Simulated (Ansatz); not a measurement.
Species: sum formula BNH₂Cl, net charge 0, doublet state. It need not be the lowest isomer of its formula. 
Coordinates optimised at B3LYP-D3(BJ)/def2-TZVP (Ansatz, a quantum-chemistry and plane-wave program):
```xyz
5

B     -0.2515     0.3056     0.6950
Cl     0.9694    -0.3572    -0.3771
N     -1.5741     0.4886     0.3556
H     -1.9552     0.2527    -0.5517
H     -2.2474     0.8722     0.9975
```
Charge 0, spin multiplicity 2.

Atomisation energy built up term by term with Ansatz (kcal/mol; UHF references for open shells; valence terms freeze the core; atomic spin-orbit terms are left out). Basis-set limits of correlation are two-point, X^-3; Hartree-Fock from the larger set.

```
term                                            basis    kcal/mol
-----------------------  ----------------------------  ----------
Hartree-Fock                              cc-pV(Q+d)Z  (withheld)
CCSD correlation         CBS(cc-pV(T+d)Z,cc-pV(Q+d)Z)      102.98
(T)                      CBS(cc-pV(T+d)Z,cc-pV(Q+d)Z)  (withheld)
core correlation                            cc-pwCVTZ        2.07
scalar relativity (X2C)    cc-pVTZ-DK against cc-pVTZ       -0.58
sum: De                                                (withheld)
```

Q: Complete the blanks.

A: 
- Hartree-Fock, kcal/mol: 291.27
- (T), kcal/mol: 8.33
- sum: De, kcal/mol: 404.1
